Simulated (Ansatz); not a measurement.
`C=N[SiH2]C` and `C=N[SiH2]N` differ in one atom or group.

Ansatz, PBE0-D4/def2-TZVP geometries, multiplicity 1. Each molecule was computed in one conformer, which needn't be the lowest.

| property | `C=N[SiH2]C` |
| --- | --- |
| HOMO–LUMO gap (PBE/def2-TZVPP) / eV | 3.71 |
| ideal-gas entropy at 298 K and 1 bar (rigid rotor, harmonic PBE0-D4/def2-TZVP) / J/(mol·K) | 321 |
| HOMO–LUMO gap (ωB97M-V/def2-TZVPP) / eV | 10.79 |
| HOMO energy (ωB97M-V/def2-TZVPP) / eV | -9.42 |
| HOMO–LUMO gap (PBE0/def2-TZVPP) / eV | 6.24 |
| LUMO energy (PBE/def2-TZVPP) / eV | -1.96 |

Problem. What does the change do to each property? (Estimate.)

Solution. Computed: 
```tsv
property	`C=N[SiH2]N`	shift
HOMO–LUMO gap (PBE/def2-TZVPP) / eV	3.64	-0.07
ideal-gas entropy at 298 K and 1 bar (rigid rotor, harmonic PBE0-D4/def2-TZVP) / J/(mol·K)	318	-3
HOMO–LUMO gap (ωB97M-V/def2-TZVPP) / eV	10.70	-0.09
HOMO energy (ωB97M-V/def2-TZVPP) / eV	-9.29	0.13
HOMO–LUMO gap (PBE0/def2-TZVPP) / eV	6.16	-0.08
LUMO energy (PBE/def2-TZVPP) / eV	-1.92	0.04
```

The zero-point energy changes by -27.3 kJ/mol with -3 modes.
